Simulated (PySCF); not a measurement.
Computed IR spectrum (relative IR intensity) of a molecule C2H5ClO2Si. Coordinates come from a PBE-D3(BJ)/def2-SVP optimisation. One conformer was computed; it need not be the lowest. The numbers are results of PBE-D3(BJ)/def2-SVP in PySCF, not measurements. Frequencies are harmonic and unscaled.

ν (cm⁻¹): 52 (vw), 103 (m), 147 (s), 151 (m), 186 (vw), 261 (w), 323 (w), 336 (w), 443 (m), 550 (m), 698 (w), 737 (s), 754 (vs), 768 (m), 789 (m), 829 (m), 889 (m), 898 (vs), 946 (s), 1068 (m), 1328 (w), 1621 (w), 2160 (s), 3772 (s), 3774 (m) (against the strongest line: vs over 80 %, s over 45 %, m over 15 %, w over 4 %, vw less)

Q: Identify the compound among the candidates.
A) C=C(Cl)[SiH](O)O
B) C=C[Si](O)(O)Cl
C) O[C@@H]1CO[Si@H]1Cl
D) C[Si@H](Cl)C(=O)O

A: A, C=C(Cl)[SiH](O)O
